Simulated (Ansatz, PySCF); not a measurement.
The pair A = CH4 (SMILES C) (first 5 atoms), B = GeH4 (SMILES [GeH4]); geometry from B3LYP-D3(BJ)/def2-TZVP.
(charge 0, multiplicity 1):
```csv
atom,x (Å),y (Å),z (Å)
C,0.1015,-0.0687,-0.2031
H,-0.5746,-0.8458,0.1501
H,0.1650,-0.1093,-1.2895
H,-0.2748,0.9066,0.1021
H,1.0908,-0.2266,0.2240
Ge,-0.1015,0.0687,3.6022
H,0.5099,1.3786,3.0851
H,-0.1973,0.1197,5.1348
H,0.7870,-1.1118,3.1853
H,-1.5061,-0.1115,3.0090
```

Correlated levels freeze the cores. Filled d and f shells under p-block atoms count as core. CBS: X⁻³ extrapolation of the correlation energy, Hartree–Fock from the larger set. MP2 and its Hartree–Fock in aug-cc-pVTZ are density fitted.

The values were computed with Ansatz (an electronic-structure program); PySCF for the dispersion terms. 

The monomers are drawn apart, rigid, along the line of their centres of mass. Counterpoise-corrected interaction energies (kcal/mol):

```tsv
level	R = 5.339 Å	R = 6.864 Å
PBE-D3(BJ)/def2-TZVPPD	-0.2419	-0.0416
wB97M-V/def2-TZVPPD	-0.1846	-0.0351
MP2/CBS(aug-cc-pVDZ, aug-cc-pVTZ) + ΔCCSD(T)/aug-cc-pVDZ	-0.1735	-0.0349
```

R is the distance of the centres of mass. Find the local exponent m of E ∝ R⁻ᵐ between the two points.


m = ln(E₁/E₂)/ln(R₂/R₁): PBE-D3(BJ)/def2-TZVPPD 7.0; wB97M-V/def2-TZVPPD 6.6; MP2/CBS(aug-cc-pVDZ, aug-cc-pVTZ) + ΔCCSD(T)/aug-cc-pVDZ 6.4. For scale, two fixed dipoles give m = 3, dipole and quadrupole 4, quadrupoles 5, and dispersion or dipole-induced dipole 6 at long range; at these distances several terms mix, and what is left of overlap and damping shifts m, so it need not match one of them.
